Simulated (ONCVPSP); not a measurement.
## What the settings do to the ONCV potential of gadolinium (Gd)

Base potential:

gadolinium, optimised norm-conserving Vanderbilt (ONCV), made with ONCVPSP 4.0.1 (PBE, fully relativistic). Core [Kr] 4d10 5s2, reference 4f7 5p6 5d1 6s2. Waves: 6s: rc 3.50 bohr, ncon 3, nbas 7, qcut 1.5 1/bohr, 2 projectors, debl 3.8 Ha; 5p: rc 2.45 bohr, ncon 3, nbas 7, qcut 6.1 1/bohr, 2 projectors, debl 0.8 Ha; 5d: rc 2.85 bohr, ncon 4, nbas 9, qcut 5.2 1/bohr, 1 projector; 4f: rc 0.95 bohr, ncon 3, nbas 8, qcut 16.3 1/bohr, 2 projectors, debl 2.7 Ha. Local part: polynomial inside 0.75 bohr (lpopt 5, dvloc0 2 Ha). Core correction: none.

Open shells are filled in proportion to 2j + 1.

In the p channel the program set the typed energies aside and used -0.955, 0.250 Ha (j = l + 1/2; the other j can differ).

Cutoffs, loose and tight: the cutoffs (Ha) at which the residual kinetic energy of the hardest occupied pseudo-wave falls to 1 and 0.1 mHa per electron. They do not see the model core or the augmentation charge, which bear on the density cutoff. Test errors are all-electron minus pseudo excitation energies from the reference, over the configurations 4f7 5p6 5d1 6s1; 4f7 5p6 5d1 6s0; 4f7 5p6 5d0 6s0; 4f7 5p6 5d1 6s0 6p1. A dash means not determined; rows that change the core or the reference have their own tests. The largest error is taken over the tests solved by every variant that gives reliable tests at all: 4f7 5p6 5d1 6s0; 4f7 5p6 5d1 6s0 6p1; 4f7 5p6 5d1 6s1.

A true bound ghost makes a file unfit for plane-wave use even where its test errors are small: the radial tests pick states by their node count and pass the ghost by.

```tsv
change	outcome	cutoff, loose	cutoff, tight	bound ghosts	GHOST(+) flags above zero	largest test error (meV)
base	generated, projector energies reset by the program	117 Ha	130 Ha	s, p3/2, p1/2	s, d5/2, d3/2	-25
f: qcut 9.6	generated, projector energies reset by the program	–	–	s, p3/2, p1/2	s, d5/2, d3/2	-25
f: qcut 12.3	generated, projector energies reset by the program	–	–	s, p3/2, p1/2	s, d5/2, d3/2	-25
f: qcut 14.6	generated, projector energies reset by the program	105 Ha	333 Ha	s, p3/2, p1/2	s, d5/2, d3/2	-25
f: qcut 16.4	generated, projector energies reset by the program	118 Ha	131 Ha	s, p3/2, p1/2	s, d5/2, d3/2	-25
f: qcut 18	generated, projector energies reset by the program	133 Ha	146 Ha	s, p3/2, p1/2	s, d5/2, d3/2	-25
f: qcut 22.8	generated, projector energies reset by the program	172 Ha	193 Ha	s, p3/2, p1/2	s, d5/2, d3/2	-25
f: qcut 24.3	generated, projector energies reset by the program	191 Ha	218 Ha	s, p3/2, p1/2	s, d5/2, d3/2	-25
```

Task: What comes out with this change to the base: f: qcut 20.5?

Result: outcome: generated, projector energies reset by the program; cutoff, loose: 154 Ha; cutoff, tight: 172 Ha; bound ghosts: s, p3/2, p1/2; GHOST(+) flags above zero: s, d5/2, d3/2; largest test error (meV): -25.

Reading the sweep of the qcut of the f channel (base included, trends over the rows without a ghost): Bound ghosts are found at 9.6, 12.3, 14.6, 16.3, 16.4, 18, 20.5, 22.8, 24.3 1/bohr. Every judged row has one, so this setting neither creates nor removes them.
